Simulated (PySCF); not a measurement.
Excitation energy of Gd⁺ by level of theory

Gd⁺ [Xe] 4f7 5d1 6s1 (10D) → Gd⁺ [Xe] 4f8 5d1 (high-spin determinant), as a difference of total energies. Calculation: PySCF 2.14, in x2c-TZVPPall (11s7p7d4f2g, 113 functions); scalar relativity by spin-free X2C-1e. Correlated levels: valence: [Kr] 4d10 frozen; valence and next inner shell: [Ar] 3d10 frozen. The calculations carry no spin-orbit coupling.

```
                                method  excitation energy (eV)
                                   UHF                   5.756
                                   LDA                   0.998
                                   PBE                   0.988
                                  PBE0                   1.944
                                r2SCAN                   1.809
                         MP2 (valence)                   2.924
                     SCS-MP2 (valence)                   2.849
    MP2 (valence and next inner shell)                   2.554
SCS-MP2 (valence and next inner shell)                   2.693
```

Q: How much does correlation contribute at MP2 (valence and next inner shell)?

A: 2.554 − (5.756) = -3.202 eV, measured against UHF.

A first-order spin-orbit estimate (lowest level to lowest level, LS coupling) adds -0.058 eV.

The determinant of the upper state mixes LS terms, which raises its energy above the lowest term, most at the Hartree-Fock and MP2 levels.
